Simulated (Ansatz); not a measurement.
Two isomers of CH5BClFSi: A = `C[SiH2]B(F)Cl`, B = `FB(Cl)C[SiH3]`.

Gas-phase electronic energies from Ansatz, PBE0-D4/def2-TZVP geometries. CCSD(T)/CBS adds triple-zeta CCSD(T) − MP2 to the extrapolated MP2 energy (def2 sets, frozen cores). Functionals use def2-TZVPP. B3LYP here is the variant with VWN-RPA as its local correlation; programs differ in this. One conformer a species, not always the lowest.

(1) Which isomer does CCSD(T)/CBS put lower? Give the gap. (An estimate is asked.)

(2) Give E(B) − E(A) in kJ/mol with PBE-D4, ωB97M-V, HF/def2-TZVPP, B3LYP-D4, B3LYP, PBE0-D4, r2SCAN-D4. (An estimate is asked.)

Largest T1 diagnostic: 0.013.

Answers

(1) Computed: B, by 41.2 kJ/mol.

(2) Computed: PBE-D4 -32.9, ωB97M-V -44.4, HF/def2-TZVPP -47.7, B3LYP-D4 -39.3, B3LYP -38.1, PBE0-D4 -37.9, r2SCAN-D4 -40.3. None reverses the order clearly.

From PBE to PBE0 (25 % exact exchange), in def2-TZVPP and without D4, E(B) − E(A) moves by −5.2 kJ/mol.
